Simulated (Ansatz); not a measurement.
IrCl(PH3)3 (P3IrH9Cl), relaxed as a singlet with RKS PBE-D4/def2-SVP in Ansatz, starting from the GFN2-xTB geometry. Force threshold 0.02 eV/Å.

In the def2 sets Ir takes a core potential; there is no spin–orbit coupling.

Start:

Cartesian coordinates in Å:
```
Ir 0.1870 -0.1332 -0.1127
Cl 1.8920 -1.3683 -1.0671
P -0.1259 0.2624 -2.3187
H -1.0737 1.0646 -2.9588
H -0.3274 -0.8346 -3.1358
H 0.9516 0.7492 -3.0339
P -1.4624 1.0520 0.8227
H -2.3956 0.4831 1.6858
H -2.4268 1.7366 0.0893
H -1.2205 2.1276 1.6735
P 1.2030 -1.0355 1.7049
H 2.5511 -0.7719 1.8590
H 1.3429 -2.4099 1.7273
H 0.9048 -0.9219 3.0644
```

Question: Estimate the energy that the relaxation releases and the steps that it takes.

Answer: 48.7 kJ/mol, in 9 steps; 16 s on 4 threads of Arm Neoverse V1 on a shared host. No frequencies were taken in this run, so the end may be a saddle point.

Question: Does the start keep its bonding and symmetry?

Answer: By distances, no bond broke or formed. The bond that changes most is Ir1–Cl2, from 2.31 to 2.39 Å (atoms count from 1).

Question: Predict the relaxed structure.

Answer: 
```xyz
14

Ir    0.3373   -0.2391   -0.1920
Cl    2.1009   -1.5228   -1.1773
P    -0.2002    0.3111   -2.3400
H    -1.3082    1.1719   -2.6503
H    -0.5103   -0.7566   -3.2420
H     0.7973    0.9648   -3.1325
P    -1.2903    0.9437    0.7278
H    -2.2496    0.3226    1.6086
H    -2.2475    1.6277   -0.1012
H    -1.0012    2.0609    1.5949
P     1.1746   -1.0234    1.7905
H     2.5334   -0.6962    2.1018
H     1.2647   -2.4439    1.9405
H     0.5991   -0.7206    3.0713
```
Bond lengths: 3 × Ir–P 2.21 to 2.29 Å; 1 × Cl–Ir 2.39 Å; 9 × H–P 1.43 to 1.44 Å.
